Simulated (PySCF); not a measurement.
C2H7PSi2.
Numbering: `[CH:1]#[C:2][SiH2:3][PH:4][SiH3:5]` (hydrogens: H6 on C1; H7, H8 on Si3; H9 on P4; H10, H11, H12 on Si5)

The same species was optimised twice, with GFN2-xTB and with PBE0-D3(BJ)/def2-SVP (PySCF), and the same property calculations (PySCF, gas phase) were run on both structures.

```json
{"coordinate": "P4–H9 (Å)", "GFN2-xTB": "1.379", "PBE0-D3(BJ)/def2-SVP": "1.429", "change": "+0.050"}
{"coordinate": "P4–Si5 (Å)", "GFN2-xTB": "2.228", "PBE0-D3(BJ)/def2-SVP": "2.266", "change": "+0.038"}
{"coordinate": "Si3–H7 (Å)", "GFN2-xTB": "1.466", "PBE0-D3(BJ)/def2-SVP": "1.492", "change": "+0.026"}
{"coordinate": "Si3–H8 (Å)", "GFN2-xTB": "1.466", "PBE0-D3(BJ)/def2-SVP": "1.491", "change": "+0.025"}
{"coordinate": "C1–H6 (Å)", "GFN2-xTB": "1.053", "PBE0-D3(BJ)/def2-SVP": "1.076", "change": "+0.023"}
{"coordinate": "C2–Si3 (Å)", "GFN2-xTB": "1.853", "PBE0-D3(BJ)/def2-SVP": "1.833", "change": "-0.020"}
{"coordinate": "Si3–P4 (Å)", "GFN2-xTB": "2.241", "PBE0-D3(BJ)/def2-SVP": "2.258", "change": "+0.017"}
{"coordinate": "C1≡C2 (Å)", "GFN2-xTB": "1.203", "PBE0-D3(BJ)/def2-SVP": "1.218", "change": "+0.015"}
{"coordinate": "Si3–P4–Si5 (°)", "GFN2-xTB": "103.3", "PBE0-D3(BJ)/def2-SVP": "97.1", "change": "-6.2"}
{"coordinate": "H7–Si3–H8 (°)", "GFN2-xTB": "112.8", "PBE0-D3(BJ)/def2-SVP": "109.9", "change": "-2.9"}
{"coordinate": "P4–Si3–H8 (°)", "GFN2-xTB": "107.3", "PBE0-D3(BJ)/def2-SVP": "108.5", "change": "+1.2"}
{"coordinate": "C2–Si3–H8 (°)", "GFN2-xTB": "108.1", "PBE0-D3(BJ)/def2-SVP": "109.3", "change": "+1.2"}
{"coordinate": "C2–C1–H6 (°)", "GFN2-xTB": "178.8", "PBE0-D3(BJ)/def2-SVP": "179.7", "change": "+0.9"}
{"coordinate": "C1–C2–Si3 (°)", "GFN2-xTB": "176.7", "PBE0-D3(BJ)/def2-SVP": "177.5", "change": "+0.8"}
{"coordinate": "P4–Si3–H7 (°)", "GFN2-xTB": "107.6", "PBE0-D3(BJ)/def2-SVP": "107.1", "change": "-0.5"}
{"coordinate": "C2–Si3–P4 (°)", "GFN2-xTB": "112.6", "PBE0-D3(BJ)/def2-SVP": "113.1", "change": "+0.5"}
{"coordinate": "C2–Si3–P4–Si5 (°)", "GFN2-xTB": "-46", "PBE0-D3(BJ)/def2-SVP": "-44", "change": "+2"}
```

Rotational constants: A = 3133, B = 1540, C = 1129 MHz (GFN2-xTB) against A = 3000, B = 1636, C = 1164 MHz (PBE0-D3(BJ)/def2-SVP). Point groups within 0.08 Å: C1 and C1. Atoms that the bonding makes alike are paired by their places after alignment. End groups have turned between the structures, so H10, H11, H12 are left out of the comparison.

On the GFN2-xTB structure: isotropic polarisability (au) 104.4 [PBE0/def2-SVPD]; HOMO (eV) -7.27 [PBE0/def2-SVPD]; LUMO (eV) -0.45 [PBE0/def2-SVPD]; dipole (D) 1.05 [PBE0/def2-SVPD]; HOMO (eV) -7.31 [PBE0/pcSseg-1]; LUMO (eV) -0.43 [PBE0/pcSseg-1]; dipole (D) 1.38 [PBE0/pcSseg-1]; GIAO shielding of C1 (ppm) 79.8 [PBE0/pcSseg-1]; GIAO shielding of C2 (ppm) 101.5 [PBE0/pcSseg-1]; GIAO shielding of Si3 (ppm) 420.8 [PBE0/pcSseg-1]; GIAO shielding of P4 (ppm) 635.1 [PBE0/pcSseg-1]; GIAO shielding of Si5 (ppm) 432.9 [PBE0/pcSseg-1].

Q: What do these properties become on the PBE0-D3(BJ)/def2-SVP structure?

A: 
```
                                    property           level  on GFN2-xTB  on PBE0-D3(BJ)/def2-SVP  change
               isotropic polarisability (au)  PBE0/def2-SVPD        104.4                    106.9    +2.5
                                   HOMO (eV)  PBE0/def2-SVPD        -7.27                    -7.42   -0.15
                                   LUMO (eV)  PBE0/def2-SVPD        -0.45                    -0.59   -0.14
                                  dipole (D)  PBE0/def2-SVPD         1.05                     1.18   +0.13
energy, GFN2-xTB geometry as zero (kcal/mol)  PBE0/def2-SVPD          0.0                     -2.7    -2.7
                                   HOMO (eV)   PBE0/pcSseg-1        -7.31                    -7.46   -0.15
                                   LUMO (eV)   PBE0/pcSseg-1        -0.43                    -0.58   -0.15
                                  dipole (D)   PBE0/pcSseg-1         1.38                     1.54   +0.16
energy, GFN2-xTB geometry as zero (kcal/mol)   PBE0/pcSseg-1          0.0                     -1.7    -1.7
                  GIAO shielding of C1 (ppm)   PBE0/pcSseg-1         79.8                     75.1    -4.7
                  GIAO shielding of C2 (ppm)   PBE0/pcSseg-1        101.5                    101.3    -0.2
                 GIAO shielding of Si3 (ppm)   PBE0/pcSseg-1        420.8                    419.9    -0.9
                  GIAO shielding of P4 (ppm)   PBE0/pcSseg-1        635.1                    626.2    -8.9
                 GIAO shielding of Si5 (ppm)   PBE0/pcSseg-1        432.9                    425.4    -7.5
```

The heavy atoms differ by 0.082 Å rms after alignment (one structure mirrored). Among the bonds compared P4–H9 changes most (+0.050 Å). Changes are differences of the printed values. Neither structure is proved a minimum here.

Conformer computed: `[CH:1]#[C:2][SiH2:3][PH:4][SiH3:5]`: C2–Si3–P4–Si5 -44°.
